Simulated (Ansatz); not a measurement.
All numbers were calculated with Ansatz.

Basis-set series for C₂H₆OSSi, SMILES `C=C(S)O[SiH3]`. Total charge 0; spin multiplicity 1. The geometry is a stationary point of PBE0-D4/def2-TZVP. It is one conformer, not always the lowest.

```json
{"functional": "PBE0-D4", "basis": "def2-SVP", "functions": "108", "energy (Eh)": "-841.96139", "HOMO (eV)": "-6.81", "LUMO (eV)": "0.13"}
{"functional": "PBE0-D4", "basis": "def2-TZVPP", "functions": "261", "energy (Eh)": "-842.38317", "HOMO (eV)": "-6.90", "LUMO (eV)": "-0.18"}
{"functional": "ωB97M-V", "basis": "def2-SVP", "functions": "108", "energy (Eh)": "-842.28163", "HOMO (eV)": "-8.97", "LUMO (eV)": "2.25"}
{"functional": "ωB97M-V", "basis": "def2-TZVPP", "functions": "261", "energy (Eh)": "-842.70955", "HOMO (eV)": "-9.07", "LUMO (eV)": "1.70"}
```

(1) Give the rows for def2-QZVPP. (Best estimate.)

Results:

(1) The calculation gave: 
```
functional       basis  functions  energy (Eh)  HOMO (eV)  LUMO (eV)
   PBE0-D4  def2-QZVPP        491   -842.41400      -6.92      -0.30
   ωB97M-V  def2-QZVPP        491   -842.73843      -9.10       1.27
```

Positive LUMOs are unbound and depend on the basis.
